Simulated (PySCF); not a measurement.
Trends in electronic spectra. Computed, not measured: TDDFT B3LYP/def2-SVPD, vertical, gas phase, core orbitals frozen in the response in PySCF. Geometries: PBE0-D3(BJ)/def2-SVP; one conformer of each isolated species. Triplets are in the Tamm–Dancoff approximation. 'Strongest' means the level of largest summed f among the lowest 10 singlets; it needn't be the same kind of state in each. Atoms past krypton carry core potentials; spin–orbit coupling is left out. Ions are computed without counter-ions or solvent.

Question: Rank by computed lowest triplet energy, highest first.
A. `CC(C)C(C)(C)C`
B. `CCCCCC[C@H](C)O`
C. `[N]#[Ru-]([F])([F])([F])[F]`
D. `C#CCC(=O)O`
E. `Brc1ncco1`

Answer: A (7.72 eV), B (6.57 eV), D (5.22 eV), E (4.12 eV), C (1.95 eV).

```
                     SMILES  T1 (eV)  f (strongest)  HOMO (eV)  f (S1)  α (au)  strongest (eV)      S1 mainly
              CC(C)C(C)(C)C     7.72           0.08      -8.32   0.009    87.6            8.80      H→L (99%)
            CCCCCC[C@H](C)O     6.57           0.02      -7.53   0.018   106.9            8.09      H→L (79%)
                 C#CCC(=O)O     5.22           0.09      -7.68   0.002    54.1            7.60      H→L (75%)
                  Brc1ncco1     4.12           0.26      -7.13   0.000    64.7            5.93    H→L+1 (98%)
[N]#[Ru-]([F])([F])([F])[F]     1.95           0.01      -2.72   0.000    51.5            5.88  H→L/L+1 (99%)
```

H and L stand for HOMO and LUMO. A slash joins orbitals within 0.01 eV of each other, whose weights are summed (≥ marks a lower bound).
